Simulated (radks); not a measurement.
The numbers below are computed, except where a source is named.
The ytterbium ion Yb4+, 66 electrons, occupied as [Kr] 4d10 4f12.25 5s1.75 5p6 (fractional occupations, a model configuration).

Level of theory: scalar-relativistic Kohn-Sham, PBE, spin-polarised, spherical densities, point nucleus; open shells are filled with parallel spins first (spin-orbit coupling, left out, can overturn this in heavy ions) (a radial shooting solver on a logarithmic mesh with Libxc functionals).

Energy parts (eV):
| part | energy |
|---|---|
| total | -382484.12 |
| kinetic | 416894.81 |
| electron-nucleus | -938047.43 |
| Hartree | 146584.81 |
| exchange-correlation | -7916.31 |

Orbitals (lengths in bohr, moments of r in powers of bohr; r(max) is where P^2 peaks):
orbital  occ.  eigenvalue (eV)   r(max)
1s up       1        -61300.12  0.01237
1s down     1        -61300.09  0.01237
2s up       1        -10431.52  0.07057
2s down     1        -10431.48  0.07057
2p up       3        -9199.191  0.05756
2p down     3        -9199.153  0.05756
3s up       1        -2395.344   0.1994
3s down     1        -2394.465   0.1994
3p up       3        -2023.948   0.1966
3p down     3        -2023.068   0.1966
3d up       5        -1571.957   0.1603
3d down     5        -1571.282   0.1603
4s up       1        -516.5419   0.4549
4s down     1        -514.7819   0.4549
4p up       3        -394.4152   0.4759
4p down     3        -392.6868   0.4759
4d up       5        -233.7047   0.4902
4d down     5        -231.9962   0.4902
4f up       7         -56.9697   0.4773
4f down  5.25         -55.3498   0.4779
5s up       1        -103.7324    1.051
5s down  0.75        -102.7249    1.053
5p up       3         -73.7873    1.188
5p down     3         -73.0122    1.192

The highest occupied level is 4f down at -55.350 eV. Summed over all electrons, <r^2> = 29.49 bohr^2, which gives a Langevin (diamagnetic) susceptibility term of -23.4 x 10^-6 cm^3/mol. Spin moment in Bohr magnetons: 2. The density falls to 0.001 e/bohr^3 at r = 2.93 bohr.
